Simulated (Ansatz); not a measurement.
A CCSD(T) single point on C3H7NSi, SMILES `C#C[SiH2]CN`.

```yaml
crystal:
  periodic: [false, false, false]
  atoms:
    - {symbol: C, position_ang: [-2.130108, 0.940032, 1.429841]}
    - {symbol: C, position_ang: [-1.239905, 0.167613, 1.170897]}
    - {symbol: Si, position_ang: [0.125864, -0.966928, 0.723986]}
    - {symbol: C, position_ang: [0.770569, -0.466644, -0.968347]}
    - {symbol: N, position_ang: [1.156204, 0.937232, -0.957917]}
    - {symbol: H, position_ang: [-2.918553, 1.616704, 1.668564]}
    - {symbol: H, position_ang: [1.180819, -0.861824, 1.761210]}
    - {symbol: H, position_ang: [-0.405176, -2.354780, 0.688196]}
    - {symbol: H, position_ang: [1.656009, -1.081893, -1.165233]}
    - {symbol: H, position_ang: [0.023480, -0.741948, -1.730027]}
    - {symbol: H, position_ang: [0.365590, 1.523947, -0.721724]}
    - {symbol: H, position_ang: [1.492108, 1.233390, -1.865347]}
basis:
  gaussian: {orbitals: def2-TZVPP}
correlation: {method: ccsd_t}
```

```sh
$ ansatz run in.yaml --threads 4 --pin off --events-out ev --progress --plain --max-ram 10444MiB
```

Log, shortened:

```
Functional definition: HF
1544 factors; integrals over basis functions are off by at most 9.7e-4 eV
mean field evaluation 1: about -12542.1395 eV, gradient 4.0e1 eV
mean field evaluation 2: about -12542.4638 eV, gradient 4.0e1 eV
mean field evaluation 4: about -12546.5608 eV, gradient 4.4e0 eV
mean field evaluation 8: about -12546.6263 eV, gradient 3.4e-1 eV
mean field -12546.62671939 eV, -461.0800275285 hartree, gradient 6.7e-6 eV, S^2 0.000000; 0 other end points of the search recorded, 0 dependent functions left out
9 core orbitals not correlated: weight in the atoms' cores, before any rotation towards them, 1.000 or more for the frozen orbitals, at most 0.000 for the correlated occupied ones
reference -12546.62671939 eV, -461.0800275285 hartree; 14, 14 occupied and 241, 241 virtual orbitals, 1544 factors
second order -22.11793675 eV of doubles, -0.00000000 eV of singles
cycle   1  -22.53373637 eV  change   -4.2e-1 eV  update   1.1e-1
cycle   2  -23.15171515 eV  change   -6.2e-1 eV  update   3.2e-2
cycle   3  -23.26983179 eV  change   -1.2e-1 eV  update   1.4e-2
cycle   4  -23.26755711 eV  change    2.3e-3 eV  update   3.9e-3
cycle   5  -23.26973080 eV  change   -2.2e-3 eV  update   1.5e-3
cycle   6  -23.27018779 eV  change   -4.6e-4 eV  update   4.1e-4
cycle   7  -23.27017315 eV  change    1.5e-5 eV  update   1.4e-4
cycle   8  -23.27022057 eV  change   -4.7e-5 eV  update   4.0e-5
cycle   9  -23.27022871 eV  change   -8.1e-6 eV  update   1.7e-5
perturbative correction -1.03766008 eV, -0.0381333045 hartree
Total energy: -12570.93460818 eV, -461.9733259650 hartree
```

Hardware: 4 threads of an Intel Xeon 6975P-C on a shared host. Wall time 43 s, peak host memory 7.2 GiB.

MP2 recovers 91.0 % of the CCSD(T) correlation energy and the triples give 4.3 %; T1 = 0.0114.
